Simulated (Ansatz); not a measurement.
`[F][Al]([SiH3])[Cl]` and `[F][Al]([Cl])[SeH]` differ in one atom or group.

Ansatz, PBE0-D4/def2-TZVP geometries, multiplicity 1. Each molecule was computed in one conformer, which needn't be the lowest.

Scalar relativity is left out up to krypton. Spin–orbit coupling is left out; it splits and shifts lone-pair levels of the heavy atoms by tenths of an eV.

| property | `[F][Al]([SiH3])[Cl]` |
| --- | --- |
| LUMO energy (ωB97M-V/def2-TZVPP) / eV | 0.04 |
| LUMO energy (PBE/def2-TZVPP) / eV | -2.42 |
| HOMO–LUMO gap (B3LYP/def2-TZVPP) / eV | 6.42 |
| HOMO–LUMO gap (ωB97M-V/def2-TZVPP) / eV | 10.52 |
| HOMO energy (PBE/def2-TZVPP) / eV | -7.33 |
| size of the dipole moment (ωB97M-V/def2-TZVPP) / D | 1.61 |

What does the change do to each property? (Estimate.)

Ansatz gave: 
```json
{"property": "LUMO energy (ωB97M-V/def2-TZVPP) / eV", "`[F][Al]([Cl])[SeH]`": "0.56", "shift": "0.52"}
{"property": "LUMO energy (PBE/def2-TZVPP) / eV", "`[F][Al]([Cl])[SeH]`": "-1.96", "shift": "0.46"}
{"property": "HOMO–LUMO gap (B3LYP/def2-TZVPP) / eV", "`[F][Al]([Cl])[SeH]`": "6.19", "shift": "-0.23"}
{"property": "HOMO–LUMO gap (ωB97M-V/def2-TZVPP) / eV", "`[F][Al]([Cl])[SeH]`": "10.54", "shift": "0.02"}
{"property": "HOMO energy (PBE/def2-TZVPP) / eV", "`[F][Al]([Cl])[SeH]`": "-6.71", "shift": "0.62"}
{"property": "size of the dipole moment (ωB97M-V/def2-TZVPP) / D", "`[F][Al]([Cl])[SeH]`": "1.00", "shift": "-0.61"}
```

With PBE0 the HOMO rises by 0.62 eV and the LUMO rises by 0.55 eV, so the gap narrows by about 0.07 eV. PBE moves the HOMO by 0.62 eV and ωB97M-V by 0.49 eV. Dipoles are sizes alone; their direction can turn.

B3LYP here is the variant with VWN-RPA as its local correlation; programs differ in this.
